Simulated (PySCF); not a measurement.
C₄H₅FO₂, SMILES O1[C@@H](C)OC=C1F. Coordinates come from a PBE0-D3(BJ)/def2-SVP optimisation. The structure was generated by enumeration; whether it is a known compound was not checked. The values are those of a single conformer.

Computed equilibrium geometry at PBE0-D3(BJ)/def2-SVP (PySCF confirms it by a frequency run) as a Z-matrix (one conformer of several):
```
C
H 1 1.1018
O 1 1.4183 2 108.67
C 3 1.3817 1 105.21 2 -134.78
C 4 1.3313 3 108.30 1 12.50
F 5 1.3037 4 131.71 3 178.09
O 5 1.3504 6 115.85 4 178.94
H 4 1.0843 5 132.40 6 0.49
C 1 1.5095 2 112.05 3 123.41
H 9 1.0990 1 109.62 2 -60.57
H 9 1.0990 10 109.16 1 -120.83
H 9 1.0999 10 108.85 11 -118.98
```
